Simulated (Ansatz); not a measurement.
Stretching the Se3–H4 bond in CdFHSe (SMILES [F][Cd][SeH]) (multiplicity 1 held, fragments rigid). Energies count from the point at 1.473 Å.
Geometry at that point (charge 0, multiplicity 1):
```xyz
4

Cd     0.418    -0.540     0.290
F      1.523    -1.957     1.065
Se    -0.971     1.219    -0.706
H     -0.768     2.087     0.468
```

R- and RO- levels are restricted; in cc, def2 and unpolarised 6-31G sets they are followed outwards from rest. U- levels take the lowest unrestricted solution at each point, which mixes spins at long bonds. Active spaces are followed from a long bond inwards. Levels need not reach the same state.

Correlated levels freeze the cores. Filled d and f shells under p-block atoms count as core.

Programs: Ansatz (a program for electronic structure) with Gaussian orbitals.  In def2 rows elements past Kr take small-core potentials, without spin–orbit coupling.

### Question
Predict the energy at R = 4.715 Å from FIC-MRCISD on CASSCF(4,3)/def2-TZVPP.

### Answer
3.48 eV

### Question
Give the energy at R = 4.715 Å at the level U-SCS-MP2/def2-TZVPP.

### Answer
3.59 eV

### Question
What is the computed energy at R = 4.715 Å (R-HF/def2-TZVPP)?

### Answer
7.40 eV

Doubts at one or more of the structures used: a restricted determinant that unrestricted orbitals would lower (R-HF/def2-TZVPP); a spin-contaminated determinant (U-SCS-MP2/def2-TZVPP); active orbitals that take no part (FIC-MRCISD on CASSCF(4,3)/def2-TZVPP).
